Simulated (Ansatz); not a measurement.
Ansatz (a first-principles code) input:

Ansatz 0.2 input:
```yaml
crystal:
  periodic: [false, false, false]
  atoms:
    - {symbol: C, position_ang: [0.02588439, 0.01144456, -1.23030756]}
    - {symbol: C, position_ang: [0.01695385, 0.00512397, 0.11335967]}
    - {symbol: C, position_ang: [0.11826473, 0.03420598, 1.38645749]}
    - {symbol: H, position_ang: [-0.96661781, -0.30464710, -1.61705762]}
basis:
  gaussian:
    orbitals: aug-cc-pVDZ
total_charge: -1
magnetization: {spin_polarized: false}
correlation: {method: ccsd_t, electrons: outside_noble_gas}
output: {forces: true}
```

Question: What final total energy does it print?

Answer: -114.43500 Eh (CCSD(T)/aug-cc-pVDZ). The basis has 78 functions.

It need not be the lowest isomer of its formula.
